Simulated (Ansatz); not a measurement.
Input file for `B[O][In]([Br])[CH]=C`:

```yaml
crystal:
  periodic: [false, false, false]
  atoms:
    - {symbol: B, position_ang: [-1.512094, -1.131775, 1.370473]}
    - {symbol: O, position_ang: [-1.259368, -1.566393, 0.133269]}
    - {symbol: In, position_ang: [-0.399303, -0.460628, -1.302509]}
    - {symbol: Br, position_ang: [-1.337222, -1.079545, -3.481766]}
    - {symbol: C, position_ang: [1.130570, 0.934146, -0.904709]}
    - {symbol: C, position_ang: [1.561990, 1.166332, 0.330043]}
    - {symbol: H, position_ang: [-1.270483, 0.013396, 1.701334]}
    - {symbol: H, position_ang: [-1.989937, -1.894761, 2.171885]}
    - {symbol: H, position_ang: [1.567965, 1.467263, -1.743765]}
    - {symbol: H, position_ang: [1.153258, 0.665609, 1.201993]}
    - {symbol: H, position_ang: [2.354615, 1.886357, 0.523753]}
basis:
  gaussian: {orbitals: def2-SVP}
correlation: {method: ccsd_t}
```

```sh
$ ansatz run in.yaml --threads 4 --pin off --events-out ev --progress --plain --max-ram 10444MiB
```

The program prints (abridged):

```
Functional definition: HF
1461 factors; integrals over basis functions are off by at most 1.2e-3 eV
mean field evaluation 1: about -79982.0420 eV, gradient 4.2e1 eV
mean field evaluation 2: about -79982.1630 eV, gradient 4.2e1 eV
mean field evaluation 4: about -79986.3345 eV, gradient 4.4e0 eV
mean field evaluation 8: about -79986.4075 eV, gradient 8.1e-2 eV
mean field -79986.40755522 eV, -2939.4462609202 hartree, gradient 1.5e-6 eV, S^2 0.000000; 0 other end points of the search recorded, 0 dependent functions left out
17 core orbitals not correlated: weight in the atoms' cores, before any rotation towards them, 1.000 or more for the frozen orbitals, at most 0.000 for the correlated occupied ones
reference -79986.40755522 eV, -2939.4462609202 hartree; 26, 26 occupied and 96, 96 virtual orbitals, 1461 factors
second order -23.02188599 eV of doubles, -0.00000000 eV of singles
cycle   1  -23.38604548 eV  change   -3.6e-1 eV  update   1.2e-1
cycle   2  -24.01547164 eV  change   -6.3e-1 eV  update   3.9e-2
cycle   3  -24.18880842 eV  change   -1.7e-1 eV  update   2.3e-2
cycle   4  -24.18131976 eV  change    7.5e-3 eV  update   6.3e-3
cycle   5  -24.17925385 eV  change    2.1e-3 eV  update   2.7e-3
cycle   6  -24.18053219 eV  change   -1.3e-3 eV  update   8.8e-4
cycle   7  -24.18032020 eV  change    2.1e-4 eV  update   3.5e-4
cycle   8  -24.18021965 eV  change    1.0e-4 eV  update   1.2e-4
cycle   9  -24.18024968 eV  change   -3.0e-5 eV  update   5.5e-5
perturbative correction -0.74641481 eV, -0.0274302383 hartree
Total energy: -80011.33421972 eV, -2940.3622989444 hartree
```

It took 19 s on 4 threads of an Intel Xeon on a shared host, with 1.1 GiB of host memory at the peak.

MP2 recovers 92.4 % of the CCSD(T) correlation energy and the triples give 3.0 %; T1 = 0.0123.
